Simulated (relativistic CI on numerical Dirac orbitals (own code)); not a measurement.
Ligand-field terms of d7

Computed with a parametric ligand-field model of a d^n configuration (Racah B and C, spin-orbit zeta, crystal field), exact diagonalisation.

Field parameters in Wybourne normalisation: Oh B⁴₀ = 21Dq, B⁴₄ = √(5/14) B⁴₀; Td as Oh with Dq negative (B⁴₀ = 21Dq, B⁴₄ = √(5/14) B⁴₀). The field is a parameter set, without covalency.

Task: Lowest levels for B = 1040, C = 4070, ζ = 640 cm⁻¹, Oh, 10Dq = 29850 cm⁻¹?

Result: Γ8 0 (S 0.51), Γ6 9259 (S 1.50), Γ8 9663 (S 1.50), Γ7 10357 (S 1.50), Γ8 10397 (S 1.50), Γ8 26895 (S 0.50), Γ6 27382 (S 0.50), Γ8 27862 (S 0.51), Γ7 28116 (S 0.51) cm⁻¹, with S from ⟨S²⟩ = S(S + 1). The ground level has 1.04 electrons in the cubic e pair.

Task: Lowest levels for B = 320, C = 1150, ζ = 2550 cm⁻¹, Td, 10Dq = -10850 cm⁻¹?

Result: Γ8 0 (S 1.43), Γ8 4274 (S 0.80), Γ6 5440 (S 0.70), Γ8 6354 (S 0.66), Γ7 8336 (S 0.74), Γ8 10319 (S 0.93), Γ8 12328 (S 1.23), Γ6 12342 (S 1.40), Γ8 12960 (S 1.38) cm⁻¹, with S from ⟨S²⟩ = S(S + 1). The ground level has 3.90 electrons in the cubic e pair.

Task: Lowest levels for B = 510, C = 2110, ζ = 950 cm⁻¹, Oh, 10Dq = 33050 cm⁻¹?

Result: Γ8 0 (S 0.50), Γ6 21869 (S 1.50), Γ8 22390 (S 1.49), Γ7 23376 (S 1.50), Γ8 23394 (S 1.50), Γ8 31022 (S 0.51), Γ6 31790 (S 0.50), Γ8 31888 (S 0.51), Γ7 32135 (S 0.50) cm⁻¹, with S from ⟨S²⟩ = S(S + 1). The ground level has 1.01 electrons in the cubic e pair.

Task: Lowest levels for B = 830, C = 3430, ζ = 540 cm⁻¹, Oh, 10Dq = 35350 cm⁻¹?

Result: Γ8 0 (S 0.50), Γ6 18133 (S 1.50), Γ8 18455 (S 1.50), Γ7 19014 (S 1.50), Γ8 19025 (S 1.50), Γ8 32616 (S 0.50), Γ6 32998 (S 0.50), Γ8 33529 (S 0.50), Γ7 33724 (S 0.50) cm⁻¹, with S from ⟨S²⟩ = S(S + 1). The ground level has 1.02 electrons in the cubic e pair.

Task: Lowest levels for B = 940, C = 4810, ζ = 70 cm⁻¹, Oh, 10Dq = 33650 cm⁻¹?

Result: Γ8 0 (S 0.50), Γ6 11348 (S 1.50), Γ8 11391 (S 1.50), Γ7 11463 (S 1.50), Γ8 11463 (S 1.50), Γ8 30217 (S 0.50), Γ6 30261 (S 0.50), Γ8 31362 (S 0.50), Γ7 31395 (S 0.50) cm⁻¹, with S from ⟨S²⟩ = S(S + 1). The ground level has 1.03 electrons in the cubic e pair.
